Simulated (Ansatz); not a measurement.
Cs₃. Total charge 0; doublet. Geometry PBE/def2-TZVPD, that of the charge -1 singlet; atoms count from 1.

Cartesian coordinates in Å:
```
Cs 0.0065 -0.0045 -0.0034
Cs -3.3448 -3.0986 -2.3022
Cs 3.3384 3.1031 2.3056
```

In the def2 sets Cs takes a core potential; there is no spin–orbit coupling. The structure comes from a short search, and lower isomers may exist.

Q: Estimate the Mulliken populations from the PBE0/def2-TZVPD orbitals of Ansatz.

A: 
```
atom  charge (e)  spin (α − β)
 Cs1        1.17         -0.53
 Cs2       -0.59          0.76
 Cs3       -0.59          0.76
```
Mulliken values depend strongly on the basis. With diffuse functions, as here, like atoms can get unlike values, and bond orders can come out too low or too high.

Q: Where does the spin sit?

A: Summed by element: Cs 1.00, of 1 unpaired in all. Largest on single atoms: Cs2 0.76, Cs3 0.76, Cs1 -0.53.

Q: And the Mayer bond orders between heavy atoms (over 0.3)?

A: Cs2–Cs3 0.37 (10.22 Å).
